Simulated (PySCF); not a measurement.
F₃S, charge -1, multiplicity 1. Atoms are numbered in the order given.

```xyz
4

F      0.0000     1.8524    -0.3085
S      0.0000     0.0000    -0.3836
F      0.0000    -1.8524    -0.3085
F      0.0000     0.0000     1.2989
```
Charge -1, spin multiplicity 1.

Coordinates come from a B3LYP-D3(BJ)/def2-SVPD optimisation. The multiplicity is an assumed one; other spin states were not compared. The isomer is the one that the SMILES or the coordinates give; other isomers of the formula were not compared.

Method: B3LYP-D3(BJ)/def2-SVPD (PySCF 2.14.0).

Frequencies are harmonic and unscaled.

Computed vibrational spectrum:
```
mode  ν (cm⁻¹)  IR (km/mol)  moving atoms (share of kinetic energy)
----  --------  -----------  --------------------------------------
1          243          5.4                          F 77 %, S 23 %
2          286          9.1                          S 52 %, F 48 %
3          335         24.7                                 F 100 %
4          420          2.5                                 F 100 %
5          474        583.4                          S 61 %, F 39 %
6          717         98.1                          F 60 %, S 40 %
```
